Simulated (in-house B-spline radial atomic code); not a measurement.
Configurations of the germanium ion Ge²⁺, with energies counted from [Ar] 3d10 4s2. Level of theory: Dirac-Hartree-Fock, average of configuration, Fermi nucleus of rms radius 4.0742 fm; calculated with a B-spline radial code for spherical atoms. Energies include first-order Breit, QED and recoil terms.

Occupations are held fixed; configurations that lie above the ionisation limit could autoionise.

```tsv
configuration	E - E(ref) (eV)	highest orbital	its <r> (bohr)
[Ar] 3d10 4s1 4d1	18.949	4d5/2	3.684
[Ar] 3d10 4s1 6p1	25.699	6p3/2	9.203
[Ar] 3d10 4s1 6d1	27.431	6d5/2	11.92
[Ar] 3d10 4s1 6f1	28.763	6f5/2	15.82
[Ar] 3d10 4s1 8d1	29.748	8d5/2	24.1
[Ar] 3d9 4s2 6p1	51.651	6p3/2	8.988
[Ar] 3d9 4s2 7p1	53.948	7p3/2	13.81
[Ar] 3d9 4s2 8p1	55.228	8p3/2	19.63
[Ne] 3s2 3p5 3d10 4s2 6f1	152.45	6f5/2	15.72
[Ne] 3s2 3p5 3d10 4s2 6g1	152.5	6g9/2	14.65
```

(1) Order these further configurations by energy, lowest first.
A. [Ar] 3d10 4s1 5p1
B. [Ar] 3d9 4s2 4p1
C. [Ne] 3s2 3p5 3d10 4s2 5f1
D. [Ne] 3s2 3p5 3d10 4s2 7f1
E. [Ne] 3s2 3p5 3d10 4s2 7g1

(2) How far above the reference does [Ne] 3s2 3p5 3d10 4s2 5g1 lie?

(3) How far above the reference does [Ar] 3d10 4s1 7f1 lie?

(4) How far above the reference does [Ar] 3d9 4s2 7s1 lie?

Results:

(1) A (21.109 eV), B (31.406 eV), C (150.93 eV), D (153.37 eV), E (153.4 eV).

(2) 151 eV; its least bound orbital is 5g9/2 with <r> = 9.158 bohr.

(3) 29.674 eV; its least bound orbital is 7f5/2 with <r> = 22.28 bohr.

(4) 53.311 eV; its least bound orbital is 7s1/2 with <r> = 12.32 bohr.
